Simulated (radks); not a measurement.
Task: Lu+, 70 electrons, occupied as [Xe] 4f14 6s2 (the NIST ground configuration). Method: scalar-relativistic Kohn-Sham, Slater X-alpha with alpha = 0.767, spin-polarised, spherical densities, finite nucleus; Fermi nuclear charge, rms radius 5.37 fm; computed with a radial shooting solver on a logarithmic mesh with Libxc functionals. Some entries of the table are withheld. Estimate them.

orbital  occ.  eigenvalue (eV)  <r> (bohr)  <r^2> (bohr^2)
1s          2        -63282.58     0.01932       0.0005123
2s          2        -10795.77         (1)        0.007913
2p          6        -9508.795     0.07285        0.006481
3s          2              (2)      0.2125         0.05161
3p          6        -2069.361      0.2120         0.05211
3d         10              (3)         (4)         0.04326
4s          2        -496.5575         (5)          0.2573
4p          6        -369.3706      0.5069          0.2925
4d         10        -203.0894      0.5460          0.3461
5s          2         -70.7684       1.164           1.524
5p          6         -41.0087       1.376           2.155
4f         14         -20.0706      0.7101          0.6633
6s          2         -10.9618       3.220           11.67

Result: 
(1) 2s <r> (bohr): 0.08181
(2) 3s eigenvalue (eV): -2456.140
(3) 3d eigenvalue (eV): -1603.629
(4) 3d <r> (bohr): 0.1921
(5) 4s <r> (bohr): 0.4773
